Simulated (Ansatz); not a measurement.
Species: H$_{3}$SiO$_{3}$F, charge 0, singlet. H3SiO3F (fluoro(trihydroxy)silane, SMILES O[Si](F)(O)O).
B3LYP-D3(BJ)/def2-TZVP minimum from Ansatz (an electronic-structure program):
```xyz
8

O     -0.3992     0.1055    -1.5756
Si     0.0136    -0.0033    -0.0096
O      0.5417    -1.5025     0.3195
O      1.1746     1.0786     0.3320
F     -1.2714     0.3075     0.8921
H     -1.0893    -0.4673    -1.9183
H      0.8076    -1.7184     1.2164
H      0.9968     2.0128     0.2002
```

Total energies in hartree (Ansatz). Open shells are spin-unrestricted; no spin-orbit coupling. Correlated methods leave the cores frozen. No relativity. Where a partner has so few electrons that a lower coupled-cluster level is exact, that level stands in.

```csv
species,HF/cc-pV(T+d)Z,CCSD(T)/cc-pV(T+d)Z,HF/cc-pV(Q+d)Z,CCSD(T)/cc-pV(Q+d)Z,CCSD(T)/cc-pV(D+d)Z,CCSDT(Q)/cc-pV(D+d)Z
1: H3SiO3F (SMILES O[Si](O)(O)F),-615.11142,-616.24062,-615.14552,-616.36453,-615.82450,-615.82738
2: O (triplet),-74.81176,-74.97396,-74.81729,-74.99357,-74.90995,-74.91013
3: Si (triplet),-288.85649,-288.93344,-288.85845,-288.93781,-288.91643,-288.91690
4: F (doublet),-99.40552,-99.62036,-99.41377,-99.65026,-99.52757,-99.52776
5: H (doublet),-0.49981,-0.49981,-0.49995,-0.49995,-0.49928,-0.49928
```

**Question.** Work out the atomisation energy (electronic, to ground-state atoms) in kJ/mol: take Hartree-Fock from cc-pV(Q+d)Z, extrapolate the CCSD(T) correlation energy as X^-3 (X = 3, 4), and add CCSDT(Q) - CCSD(T) in cc-pV(D+d)Z. 1 hartree = 2625.5 kJ/mol.

**Answer.** 
Species 1: correlation (64·(-1.21901) - 27·(-1.12920))/37 = -1.28455; step -0.00288; E1 = -615.14552 + (-1.28455) + (-0.00288) = -616.43295
Species 2: correlation (64·(-0.17628) - 27·(-0.16220))/37 = -0.18655; step -0.00018; E2 = -74.81729 + (-0.18655) + (-0.00018) = -75.00402
Species 3: correlation (64·(-0.07936) - 27·(-0.07695))/37 = -0.08112; step -0.00047; E3 = -288.85845 + (-0.08112) + (-0.00047) = -288.94004
Species 4: correlation (64·(-0.23649) - 27·(-0.21484))/37 = -0.25229; step -0.00019; E4 = -99.41377 + (-0.25229) + (-0.00019) = -99.66625
Species 5: correlation (64·(0.00000) - 27·(0.00000))/37 = 0.00000; step +0.00000; E5 = -0.49995 + (0.00000) + (+0.00000) = -0.49995
-1·E1 +3·E2 +1·E3 +1·E4 +3·E5 = 1.31475 hartree = 3451.9 kJ/mol.
